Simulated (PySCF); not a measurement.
These 2 structures share the formula C6H8O2. Method: PBE0-D3(BJ)/def2-SVP geometry optimisation, gas phase in PySCF 2.14.0. Energies are electronic, without zero-point or thermal terms, for one conformer each. No frequencies were run at this level. Point groups hold within 0.08 Å.

Question: Rank from lowest to highest electronic energy at this level (kcal/mol).
A. `[CH2:1]=[CH:2][O:3][C:4](=[O:5])/[CH:6]=[CH:7]/[CH3:8]` with C1–C2–O3–C4 180°, C2–O3–C4–O5 -1°, O3–C4–C6–C7 180°
B. `[CH3:1][O:2][CH2:3][c:4]1[cH:5][cH:6][o:7][cH:8]1` with C1–O2–C3–C4 -67°, O2–C3–C4–C5 -52°

Answer: A (0.0), B (7.2).

As drawn, the lower has a C=O bond, a C(=O)–O unit and a C=C bond outside aromatic rings, which the higher lacks; the higher has an aromatic ring, which the lower lacks.

```json
{"SMILES": "C=COC(=O)/C=C/C", "E (Eh)": "-383.16112", "E rel (kcal/mol)": "0.0", "dipole (D)": "2.14", "point group": "–", "A, B, C (MHz)": "7502, 873.8, 786.5"}
{"SMILES": "COCc1ccoc1", "E (Eh)": "-383.14961", "E rel (kcal/mol)": "7.2", "dipole (D)": "0.71", "point group": "C1", "A, B, C (MHz)": "4867, 1298, 1243"}
```

Question: How do the relative energies change in single points at CAM-B3LYP/def2-SVPD (no added dispersion term) on the same geometries?

Answer: 
```csv
SMILES,PBE0-D3(BJ)/def2-SVP (kcal/mol),CAM-B3LYP/def2-SVPD (kcal/mol),shift
C=COC(=O)/C=C/C,0.0,0.0,0.0
COCc1ccoc1,7.2,9.5,+2.3
```

Each column counts from its own lowest isomer. The order is unchanged; the largest shift is 2.3 kcal/mol.

Question: As an exercise, what shares would exp(−E/RT) give at 2000 K from these electronic energies alone (no entropy, no degeneracies)?

Answer: RT = 3.974 kcal/mol: C=COC(=O)/C=C/C 86.0 %, COCc1ccoc1 14.0 %.
